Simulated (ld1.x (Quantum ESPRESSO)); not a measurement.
# lutetium (Lu), TM: configuration errors across variants

| Item | Value |
| --- | --- |
| Element | lutetium (Lu) |
| Generator | ld1.x (Quantum ESPRESSO) 7.5 |
| Type | norm-conserving Troullier–Martins (Kleinman–Bylander form) |
| Functional | LDA (PZ) |
| Relativity | scalar-relativistic |
| Frozen core | [Kr] 4d10 4f14 |
| Valence charge | 11 |
| Reference configuration | 5s2 5p6 5d1 6s2 6p0 |
| Partial waves | 5s (bound): rc 1.20 bohr; 5p (bound): rc 1.95 bohr; 5d (bound): rc 2.95 bohr |
| Local potential | all-electron potential smoothed inside 1.20 bohr (lloc = -2) |
| Core correction | none |

Occupied shells without a wave of their own: 6s. They enter only through the test configuration that unscreens the potential.

All-electron excitation energies from the reference (eV): (1) 5s2 5p6 5d1 6s1 6p0 7.581; (2) 5s2 5p6 5d1 6s0 6p0 21.153; (3) 5s2 5p6 5d0 6s0 6p0 41.365; (4) 5s2 5p6 5d1 6s1.5 6p0 3.078; (5) 5s2 5p6 5d1 6s0 6p2 7.273; (6) 5s2 5p6 5d0 6s2 6p0 5.489; (7) 5s2 5p5 5d1 6s2 6p0 37.231.

For the base: The 6s level has no wave, so the channel is fitted at the deeper level alone: the likely source of the large errors.

2 further variants failed, have other tests or too few solved ones, and are left out.

A true bound ghost makes a file unfit for plane-wave use even where its test errors are small: the radial tests pick states by their node count and pass the ghost by.

The file “local potential all-electron potential smoothed inside 2.42 bohr (lloc = -2)” misses its own reference levels by 0.3 eV.

Errors AE − PS in meV (a dash: test not solved or not reliable):

```csv
change,(1),(2),(3),(4),(5),(6),(7),bound ghosts
base,-122,-304,-470,-54,-133,-5.0,-252,none
local potential all-electron potential smoothed inside 2.42 bohr (lloc = -2),+433,+1097,+1464,+192,+623,+12,-289,none
wave 5p (bound): rc 1.95 bohr becomes 5p (bound): rc 3.00 bohr,-122,-305,-473,-54,-162,-5.6,-241,none
wave 5d (bound): rc 2.95 bohr becomes 5d (bound): rc 1.88 bohr,-121,-302,-488,-54,-132,-13,-229,none
wave 5s (bound): rc 1.20 bohr becomes 5s (bound): rc 1.18 bohr,-116,-290,-449,-52,-123,-5.1,-253,none
"all radii scaled by about 1.33 (s 1.60, p 2.60, d 3.94 bohr); local potential all-electron potential smoothed inside 1.60 bohr (lloc = -2)",+344,+879,+1354,+152,+549,+53,-484,d
wave 5s (bound): rc 1.20 bohr becomes 5s (bound): rc 1.44 bohr,-257,-660,-979,-113,-383,-3.7,-211,none
```

Problem. Give the same row for: local potential the s channel.

Solution. -65, -157, -258, -29, -68, -5.9, -275; bound ghosts: none.
